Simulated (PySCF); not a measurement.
## Orbital picture of TlI

BP86 at R = 2.875 Å; PySCF, scalar-relativistic core potentials, basis sets Tl cc-pVDZ-PP with ECP60, I cc-pVDZ-PP with ECP28. State: ¹Σ⁺ (singlet), closed shell. Only the outer orbitals are listed, counted within each symmetry, core potentials removing the inner ones.

```csv
orbital,occ.,ε (eV),on Tl (%),main shells (%)
8σ,2,-10.37,87,"87 Tl s, 10 I p"
9σ,2,-6.06,29,"71 I p, 19 Tl p, 9 Tl s"
5π,2,-5.88,6,93 I p
5π,2,-5.88,6,93 I p
6π,0,-2.65,94,94 Tl p
6π,0,-2.65,94,94 Tl p
10σ,0,-1.03,87,"84 Tl p, 14 I p"
```

Which are the highest filled and the lowest empty level, where do they sit, and how wide is the gap?

Highest filled 5π at -5.88 eV (in %: 93 I p); lowest empty 6π at -2.65 eV (in %: 94 Tl p); the gap at BP86 is 3.23 eV.

- bond order (Mayer): 1.10
- ⟨S²⟩: 0.000
- charge on Tl (Mulliken, basis-dependent): 0.35
- charge on Tl (Löwdin, basis-dependent): 0.23
- dipole moment (positive dipole means Tl(−)I(+)): -4.20 D

Spin–orbit coupling is left out, which matters for elements this heavy, above all for dissociation energies.
